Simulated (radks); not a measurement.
Removal energies from the gadolinium ion Gd4+, [Xe] 4f(5/2: 6, 7/2: 0), by Delta-SCF beside the eigenvalue of the level emptied. All-electron calculation, Dirac Kohn-Sham, BLYP, spin-unpolarised, spherical densities, finite nucleus; Fermi nuclear charge, rms radius of each element as measured or else 0.836 A^(1/3) + 0.57 fm. Program: a radial shooting solver on a logarithmic mesh with Libxc functionals. Sub-shells are occupied by j as written (lower j first in brackets).

[
 {"removed from": "4f5/2", "final configuration": "[Xe] 4f(5/2: 5, 7/2: 0)", "Delta-SCF (eV)": "64.493", "-eigenvalue (eV)": "53.580"},
 {"removed from": "5p3/2", "final configuration": "[Kr] 4d10 4f(5/2: 6, 7/2: 0) 5s2 5p(1/2: 2, 3/2: 3)", "Delta-SCF (eV)": "72.567", "-eigenvalue (eV)": "65.398"},
 {"removed from": "5p1/2", "final configuration": "[Kr] 4d10 4f(5/2: 6, 7/2: 0) 5s2 5p(1/2: 1, 3/2: 4)", "Delta-SCF (eV)": "77.841", "-eigenvalue (eV)": "70.378"},
 {"removed from": "5s1/2", "final configuration": "[Kr] 4d10 4f(5/2: 6, 7/2: 0) 5s1 5p6", "Delta-SCF (eV)": "98.731", "-eigenvalue (eV)": "90.745"}
]
